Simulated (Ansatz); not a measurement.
`FB[Si](Cl)(Cl)Cl` + `BO` → `BOBF` + `Cl[SiH](Cl)Cl` at 600 K and 1 bar (cleavage of the B–Si bond).

Program: Ansatz. Geometries: PBE0-D4/def2-TZVP. ΔE: electronic, gas phase. CCSD(T)/CBS is the MP2 limit (def2-TZVPP, def2-QZVPP) plus CCSD(T) − MP2 in def2-TZVPP, frozen cores. This one scheme is used for every species. One conformer a species, not always the lowest.

```csv
species,CCSD(T)/CBS energy (Eh),H − E (kJ/mol),S (J/(mol·K))
`FB[Si](Cl)(Cl)Cl`,-1793.79550,116.9,478.7
`BO`,-101.80414,119.7,267.1
`BOBF`,-226.48924,151.1,350.3
`Cl[SiH](Cl)Cl`,-1669.16736,79.2,373.7
```

H − E and S are ideal-gas, rigid-rotor, harmonic terms from PBE0-D4/def2-TZVP, for one conformer and one mirror image of each species. 1 Eh = 2625.50 kJ/mol, R = 8.31446 J/(mol·K).

**Question.** By hand: ΔE, ΔH, ΔS and ΔG.

**Answer.** ΔE = (-226.48924) + (-1669.16736) − (-1793.79550) − (-101.80414) = -0.05696 Eh = -149.5 kJ/mol. Δ(H − E) = 151.1 + 79.2 − 116.9 − 119.7 = -6.3, so ΔH = -155.8 kJ/mol. ΔS = 350.3 + 373.7 − 478.7 − 267.1 = -21.8 J/(mol·K). ΔG = -155.8 − 600 × (-21.8)/1000 = -142.7 kJ/mol.

**Question.** By hand: the equilibrium constant, and the temperature at which ΔG would vanish if ΔH and ΔS stayed fixed.

**Answer.** log₁₀ K = −ΔG/(RT ln 10) = 12.4. ΔG = 0 at ΔH/ΔS = 7147 K, far beyond where these terms or the molecules hold.

ΔH outweighs TΔS. A doubt of 5 kJ/mol in ΔE shifts log₁₀ K by 0.4 here. Other conformers and mirror images would add mixing entropy, several J/(mol·K) or more a flexible species. Modes under 60 cm⁻¹, often nearly free rotors, make the harmonic entropy too high. These are equilibria of isolated gas molecules and say nothing of rates. Largest T1 diagnostic: 0.014 (customary marks: 0.02 for closed shells, 0.045 for open ones).
